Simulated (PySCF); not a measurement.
Isomers of C6H7O2P.

All values: PBE0/pcSseg-1 (PySCF) at GFN2-xTB geometries, gas phase, one conformer each.

(1) Rank by the highest IAO charge on any atom, lowest value first.
A. `[CH:1]#[C:2][P:3]([CH:4]=[CH2:5])[C:6](=[O:7])[O:8][CH3:9]` with C2–P3–C4–C5 -33°, C2–P3–C6–O7 -137°, P3–C6–O8–C9 176°
B. `[CH2:1]=[CH:2][c:3]1[p:4][cH:5][o:6][c:7]1[O:8][CH3:9]` with C1–C2–C3–P4 0°, O6–C7–O8–C9 0°
C. `[CH3:1][C:2](=[O:3])[c:4]1[cH:5][o:6][c:7]([CH3:8])[p:9]1` with C1–C2–C4–C5 -179°

(2) Rank by the lowest Hirshfeld charge on any atom, highest value first.
A. `[CH3:1][C:2](=[O:3])[c:4]1[p:5][cH:6][o:7][c:8]1[CH3:9]` with C1–C2–C4–P5 0°
B. `[CH2:1]=[CH:2][c:3]1[p:4][cH:5][o:6][c:7]1[O:8][CH3:9]` with C1–C2–C3–P4 0°, O6–C7–O8–C9 0°
C. `[CH:1]#[C:2][P:3]([CH:4]=[CH2:5])[C:6](=[O:7])[O:8][CH3:9]` with C2–P3–C4–C5 -33°, C2–P3–C6–O7 -137°, P3–C6–O8–C9 176°

Results:

(1) B (+0.369 e), C (+0.388 e), A (+0.574 e).

(2) B (-0.116 e), A (-0.231 e), C (-0.246 e).

All values together:

```json
{"SMILES": "CC(=O)c1coc(C)p1", "μ (D)": "3.03", "HOMO (eV)": "-6.97", "LUMO (eV)": "-1.46", "lowest IAO charge (e)": "-0.479 (C)", "highest IAO charge (e)": "+0.388 (C)", "lowest Hirshfeld charge (e)": "-0.245 (O)", "highest Hirshfeld charge (e)": "+0.152 (C)"}
{"SMILES": "CC(=O)c1occ(C)p1", "μ (D)": "4.31", "HOMO (eV)": "-7.15", "LUMO (eV)": "-2.23", "lowest IAO charge (e)": "-0.478 (C)", "highest IAO charge (e)": "+0.367 (C)", "lowest Hirshfeld charge (e)": "-0.242 (O)", "highest Hirshfeld charge (e)": "+0.136 (C)"}
{"SMILES": "CC(=O)c1pcoc1C", "μ (D)": "1.77", "HOMO (eV)": "-7.06", "LUMO (eV)": "-1.46", "lowest IAO charge (e)": "-0.478 (C)", "highest IAO charge (e)": "+0.382 (C)", "lowest Hirshfeld charge (e)": "-0.231 (O)", "highest Hirshfeld charge (e)": "+0.151 (C)"}
{"SMILES": "C#CP(C=C)C(=O)OC", "μ (D)": "1.99", "HOMO (eV)": "-6.92", "LUMO (eV)": "-0.34", "lowest IAO charge (e)": "-0.451 (O)", "highest IAO charge (e)": "+0.574 (P)", "lowest Hirshfeld charge (e)": "-0.246 (O)", "highest Hirshfeld charge (e)": "+0.190 (P)"}
{"SMILES": "C=Cc1pcoc1OC", "μ (D)": "2.90", "HOMO (eV)": "-6.03", "LUMO (eV)": "-1.00", "lowest IAO charge (e)": "-0.329 (C)", "highest IAO charge (e)": "+0.369 (C)", "lowest Hirshfeld charge (e)": "-0.116 (C)", "highest Hirshfeld charge (e)": "+0.142 (C)"}
```

Conformers: `[CH3:1][C:2](=[O:3])[c:4]1[cH:5][o:6][c:7]([CH3:8])[p:9]1` with C1–C2–C4–C5 -179°; `[CH3:1][C:2](=[O:3])[c:4]1[o:5][cH:6][c:7]([CH3:8])[p:9]1` with C1–C2–C4–O5 0°; `[CH3:1][C:2](=[O:3])[c:4]1[p:5][cH:6][o:7][c:8]1[CH3:9]` with C1–C2–C4–P5 0°; `[CH:1]#[C:2][P:3]([CH:4]=[CH2:5])[C:6](=[O:7])[O:8][CH3:9]` with C2–P3–C4–C5 -33°, C2–P3–C6–O7 -137°, P3–C6–O8–C9 176°; `[CH2:1]=[CH:2][c:3]1[p:4][cH:5][o:6][c:7]1[O:8][CH3:9]` with C1–C2–C3–P4 0°, O6–C7–O8–C9 0°.
